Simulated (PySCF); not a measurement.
SrCd⁺: frontier orbitals

PBE0 at R = 3.566 Å; PySCF, scalar-relativistic core potentials, basis sets Sr def2-SVP with ECP28, Cd def2-SVP with ECP28. State: ⁴Π (quartet), unpaired electrons σ ↑↑, π ↑, a second solution, started from another occupation. Only the outer orbitals are listed, counted within each symmetry, core potentials removing the inner ones.

```json
{"spin": "α", "orbital": "5σ", "occ.": "1", "ε (eV)": "-19.97", "on Sr (%)": "0", "main shells (%)": "100 Cd d"}
{"spin": "α", "orbital": "3π", "occ.": "1", "ε (eV)": "-19.96", "on Sr (%)": "0", "main shells (%)": "100 Cd d"}
{"spin": "α", "orbital": "1δ", "occ.": "1", "ε (eV)": "-19.89", "on Sr (%)": "0", "main shells (%)": "100 Cd d"}
{"spin": "α", "orbital": "3π", "occ.": "1", "ε (eV)": "-19.87", "on Sr (%)": "0", "main shells (%)": "100 Cd d"}
{"spin": "α", "orbital": "1δ", "occ.": "1", "ε (eV)": "-19.85", "on Sr (%)": "0", "main shells (%)": "100 Cd d"}
{"spin": "α", "orbital": "6σ", "occ.": "1", "ε (eV)": "-12.65", "on Sr (%)": "9", "main shells (%)": "89 Cd s"}
{"spin": "α", "orbital": "7σ", "occ.": "1", "ε (eV)": "-8.51", "on Sr (%)": "69", "main shells (%)": "67 Sr s, 22 Cd p, 9 Cd s"}
{"spin": "α", "orbital": "4π", "occ.": "1", "ε (eV)": "-7.34", "on Sr (%)": "53", "main shells (%)": "47 Cd p, 41 Sr d, 12 Sr p"}
{"spin": "α", "orbital": "4π", "occ.": "0", "ε (eV)": "-5.92", "on Sr (%)": "48", "main shells (%)": "52 Cd p, 36 Sr d, 12 Sr p"}
{"spin": "α", "orbital": "8σ", "occ.": "0", "ε (eV)": "-5.83", "on Sr (%)": "63", "main shells (%)": "37 Cd p, 29 Sr s, 22 Sr d"}
{"spin": "α", "orbital": "9σ", "occ.": "0", "ε (eV)": "-4.86", "on Sr (%)": "96", "main shells (%)": "70 Sr d, 26 Sr p"}
{"spin": "β", "orbital": "5σ", "occ.": "1", "ε (eV)": "-19.72", "on Sr (%)": "0", "main shells (%)": "100 Cd d"}
{"spin": "β", "orbital": "3π", "occ.": "1", "ε (eV)": "-19.71", "on Sr (%)": "0", "main shells (%)": "100 Cd d"}
{"spin": "β", "orbital": "1δ", "occ.": "1", "ε (eV)": "-19.61", "on Sr (%)": "0", "main shells (%)": "100 Cd d"}
{"spin": "β", "orbital": "3π", "occ.": "1", "ε (eV)": "-19.56", "on Sr (%)": "0", "main shells (%)": "100 Cd d"}
{"spin": "β", "orbital": "1δ", "occ.": "1", "ε (eV)": "-19.55", "on Sr (%)": "0", "main shells (%)": "100 Cd d"}
{"spin": "β", "orbital": "6σ", "occ.": "0", "ε (eV)": "-9.24", "on Sr (%)": "9", "main shells (%)": "90 Cd s"}
{"spin": "β", "orbital": "7σ", "occ.": "0", "ε (eV)": "-6.13", "on Sr (%)": "81", "main shells (%)": "79 Sr s, 12 Cd p"}
{"spin": "β", "orbital": "4π", "occ.": "0", "ε (eV)": "-4.86", "on Sr (%)": "65", "main shells (%)": "59 Sr d, 34 Cd p"}
```

Task: Which are the highest filled and the lowest empty level, where do they sit, and how wide is the gap?

Result: Highest filled α 4π at -7.34 eV (in %: 47 Cd p, 41 Sr d, 12 Sr p); lowest empty β 6σ at -9.24 eV (in %: 90 Cd s); the gap at PBE0 is -1.90 eV.

* bond order (Mayer): 0.90
* ⟨S²⟩: 3.752
* charge on Sr (Mulliken, basis-dependent): 0.69
* charge on Sr (Löwdin, basis-dependent): 0.59
* dipole moment (positive dipole points towards Cd; it is taken about the centre of mass and depends on that origin): -6.47 D

Spin–orbit coupling is left out. Counting both spins, an empty level lies below a filled one in this solution, because spin and occupation are held.
